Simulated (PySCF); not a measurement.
B(CCH)(F)2 (C₂HBF₂), SMILES C#CB(F)F.

The structure is a stationary point at PBE0-D3(BJ)/def2-SVP.

Calculation: TDDFT-M06-2X/def2-SVPD in PySCF.

Vertical excitations. Isolated molecule, no solvent. State labels are in the subgroup C2v.

Computed UV-visible absorptions:
```tsv
state	symmetry	energy (eV)	λ (nm)	f	main pairs
S1	A2	5.06	245	0.000	HOMO→LUMO 88 %
S2	A1	6.36	195	0.047	HOMO−1→LUMO 71 %, HOMO→LUMO+2 27 %
S3	A2	6.81	182	0.000	HOMO−1→LUMO+2 87 %
S4	B2	8.30	149	0.059	HOMO→LUMO+1 89 %
S5	B1	8.50	146	0.068	HOMO−1→LUMO+1 91 %
S6	B2	8.98	138	0.002	HOMO→LUMO+3 87 %
S7	B1	9.09	136	0.002	HOMO−2→LUMO 84 %
S8	B1	9.20	135	0.003	HOMO−1→LUMO+3 78 %
S9	A1	9.23	134	0.775	HOMO→LUMO+2 60 %, HOMO−1→LUMO 26 %
T1	A1	4.83	257	0	HOMO−1→LUMO 82 %, HOMO→LUMO+2 13 %
T2	A2	5.03	247	0	HOMO→LUMO 94 %
T3	A1	6.11	203	0	HOMO→LUMO+2 82 %, HOMO−1→LUMO 14 %
T4	A2	6.47	192	0	HOMO−1→LUMO+2 94 %
```
Triplets are in the Tamm–Dancoff approximation, which puts them higher than full response would, so one can lie above its singlet here.
